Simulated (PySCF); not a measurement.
Structure elucidation problem

An unknown has the formula C₄H₅NO₂. Its calculated NMR data are:

¹H NMR (300 MHz, computed): δ 6.67 (br, 1H), 2.60 (s, 4H).

¹³C{¹H} NMR (computed): δ 178.6, 31.3.

One conformer, non-relativistic Hamiltonian, equivalent nuclei averaged, gas phase. Couplings computed with B3LYP/pcJ-1 (spin–dipole term only in couplings to heteroatoms); PBE0/pcSseg-1 with gauge-including orbitals; GFN2-xTB geometry; PySCF.

References, each an isolated molecule treated in the same way: ¹H (31.72 ppm) and ¹³C (186.93 ppm) against TMS.

**Question.** Choose the structure that fits.
A. Cc1cc(O)on1
B. COc1ccon1
C. O=C1CCC(=O)N1

**Answer.** C. 

- The formula gives 3 degrees of unsaturation (1 ring in the answer).
- 2 carbon signals for 4 carbons: some carbons are equivalent by symmetry or fast rotation.
- Carbon types of the structure: 2 × C, 2 × CH2, leaving 1 H on heteroatoms.
- δC 178.6: amide carbonyl carbon; it is a carbonyl in resonance with an O or N lone pair, the region of acids, esters and amides.
- δC 31.3: sp3 CH2 α to a carbonyl; the adjacent C=O deshields it moderately.
- δH 6.67: hydrogen on an amide-type nitrogen; exchangeable, gas-phase position.
- δH 2.60: hydrogen on an sp3 CH2 α to a carbonyl; α to C=O.

The others: COc1ccon1 would give 4 carbon signals, not 2; Cc1cc(O)on1 would give 4 carbon signals, not 2.

OH and NH positions are those of a molecule without intermolecular hydrogen bonds; in solution they move with solvent, concentration and temperature, and exchange usually removes their couplings. Shifts are as computed. Against solution values, carbons near 30 ppm lie about +3 ppm off and those near 130 ppm about +5 ppm. Of 1211 compounds with measured shifts, 218 miss one by over three times the rms of a fit or turn the order of signals round; such compounds aren't used in these exercises. Hydrogen bonding in solution deshields acid and N–H amide carbonyl carbons by as much as 10 ppm beyond these values.
